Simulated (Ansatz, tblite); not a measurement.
Removing an electron: Rb3H3⁻. Charge -1, multiplicity 2. Geometry: PBE0-D4/def2-TZVPD. Ansatz, gas phase; energy differences of separate SCF runs; the oxidised species is a singlet (the triplet lies 2.12 eV higher at PBE0-D4/def2-TZVPD).

```xyz
6

Rb    1.493    0.099   -1.570
Rb    0.131    1.041    1.755
Rb   -2.779   -1.861   -0.150
H     2.314    1.694    0.389
H    -1.526    0.992   -1.019
H     0.367   -1.966    0.595
```

In the def2 sets Rb takes a core potential; there is no spin–orbit coupling. The xTB rows come from tblite. At PBE0-D4/def2-TZVPD a quartet of charge -1 lies 1.66 eV below the doublet, each at its own geometry. Another isomer (doublet) lies 0.05 eV lower at r2SCAN-D4/def2-TZVPD.

Problem. Estimate orbital energies and vertical ionisation energies at: GFN1-xTB; GFN2-xTB; PBE-D4/def2-TZVPD; r2SCAN-D4/def2-TZVPD; PBE0-D4/def2-TZVPD.

Solution. 
```tsv
level	−HOMO (eV)	vertical IE (eV)	−LUMO (eV)	HOMO–LUMO gap (eV)	remarks
GFN1-xTB	–	8.21	–	–	–
GFN2-xTB	–	4.39	–	–	–
PBE-D4/def2-TZVPD	-0.73	0.96	-0.95	0.22	HOMO above zero (-1 doublet)
r2SCAN-D4/def2-TZVPD	-0.78	0.60	-1.10	0.32	HOMO above zero (-1 doublet)
PBE0-D4/def2-TZVPD	-0.44	0.90	-1.32	0.88	HOMO above zero (-1 doublet)
```

  A HOMO above zero means that the electron is unbound at that level or that self-interaction error raises the level; the energy of removing that electron tells which. HOMO and LUMO are the levels of the spin that leaves or enters (xTB has no such levels and no spin-polarisation term). Other spin states of the ions may lie lower, which would lower the ionisation energy or raise the affinity. Raw xTB energy differences between charge states are shifted by several eV; the methods need an empirical correction for them.
